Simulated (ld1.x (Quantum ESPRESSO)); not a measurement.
What one change does to a pseudopotential (Cl (Z = 17), TM)

| Item | Value |
| --- | --- |
| Element | chlorine |
| Generator | ld1.x (Quantum ESPRESSO) 7.5 |
| Type | norm-conserving Troullier–Martins (Kleinman–Bylander form) |
| Functional | PBEsol |
| Relativity | non-relativistic |
| Frozen core | [Ne] |
| Valence charge | 7 |
| Reference configuration | 3s2 3p5 |
| Partial waves | 3s (bound): rc 1.40 bohr; 3p (bound): rc 1.30 bohr; 3d channel at -0.15 Ry: rc 1.50 bohr |
| Local potential | all-electron potential smoothed inside 1.00 bohr (lloc = -1) |
| Core correction | a·sin(br)/r model core, default radius (core density twice the valence density) |

All-electron outer shells of the reference configuration (PBEsol, non-relativistic, ld1.x):

| shell | level (eV) | outermost node (bohr) | outermost maximum (bohr) |
| --- | --- | --- | --- |
| 2p | -191.36 | – | 0.30 |
| 3s | -20.45 | 0.56 | 1.29 |
| 3p | -8.58 | 0.53 | 1.43 |

Change: wave 3p (bound): rc 1.30 bohr becomes 3p (bound): rc 1.90 bohr.

Cutoffs: the cutoffs (Ry, on a coarse ladder) from which the occupation-weighted sum of valence levels, in a spherical-Bessel basis at the reference potential, stays within 10 and 1 mRy of its value at 400 Ry; they do not see the model core or the augmentation charge, which bear on the density cutoff. Errors are all-electron minus pseudo energies relative to the spin-unpolarised reference configuration.

Problem. Predict the effect on cutoff, ghosts and configuration errors.

Solution. The potential gets neither clearly harder nor softer (45 Ry and 70 Ry → 40 Ry and 70 Ry); of the 7 tests that both files solve, the error grows in 2 and shrinks in 0 by more than 15 % and 0.3 meV (median size 9.3 → 13.2 meV); neither file shows a bound ghost.

| quantity | base | changed |
| --- | --- | --- |
| cutoff, loose | 45 Ry | 40 Ry |
| cutoff, tight | 70 Ry | 70 Ry |
| bound ghosts | none | none |
| error for 3s2 3p4, meV [ΔE 13.85 eV] | +6.4 | +6.3 |
| error for 3s2 3p3, meV [ΔE 39.26 eV] | +40 | +38 |
| error for 3s2 3p2, meV [ΔE 77.52 eV] | +130 | +118 |
| error for 3s1 3p6, meV [ΔE 11.93 eV] | +0.1 | +2.0 |
| error for 3s2 3p4.5, meV [ΔE 5.57 eV] | +1.2 | +1.2 |
| error for 3s1 3p5, meV [ΔE 26.33 eV] | +9.3 | +13 |
| error for 3s2 3p1, meV [ΔE 129.71 eV] | +316 | +275 |
